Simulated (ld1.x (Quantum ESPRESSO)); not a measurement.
**An all-electron radial function and its pseudo partner (Ag (Z = 47))**

Columns: radius, all-electron u(r) and pseudo u(r) of the 4d shell (level -15.65 eV) of silver in the configuration [Ar] 3d10 4s2 4p6 4d10 5s0 5p0; Wu–Cohen, scalar-relativistic, TM scheme, ld1.x (Quantum ESPRESSO) 7.5.

```
r (bohr)  all-electron   pseudo
   0.093        0.1925  -0.0034
   0.185        0.4330  -0.0255
   0.278        0.4034  -0.0810
   0.370        0.1843  -0.1742
   0.463       -0.0993  -0.3025
   0.555       -0.3628  -0.4498
   0.648       -0.5775  -0.6005
   0.740       -0.7307  -0.7325
   0.833       -0.8299  -0.8345
   0.925       -0.8830  -0.8978
   1.018       -0.9018  -0.9244
   1.110       -0.8959  -0.9202
   1.203       -0.8730  -0.8937
   1.295       -0.8395  -0.8541
   1.388       -0.7991  -0.8075
   1.480       -0.7557  -0.7595
   1.573       -0.7103  -0.7115
   1.665       -0.6653  -0.6656
   1.758       -0.6208  -0.6208
   1.850       -0.5782  -0.5782
   1.943       -0.5370  -0.5370
   2.035       -0.4983  -0.4983
   2.128       -0.4613  -0.4613
   2.220       -0.4268  -0.4268
   2.313       -0.3942  -0.3942
   2.405       -0.3639  -0.3639
```

Question: How many radial nodes do the two functions have?

Answer: The all-electron 4d function has n − l − 1 = 1; the pseudo-wave has 0, since the states of the same l below it are removed with the core.

Question: At about which radius was the pseudo-wave matched?

Answer: 1.85 bohr. The columns agree to 0.0005 from 1.67 bohr on; several derivatives are matched, so the curves merge somewhat inside the radius.

Question: Is the pseudo-wave norm-conserving?

Answer: Yes: the TM scheme keeps the norm inside the radius equal to the all-electron one, which fixes the energy derivative of the logarithmic derivative at the level.
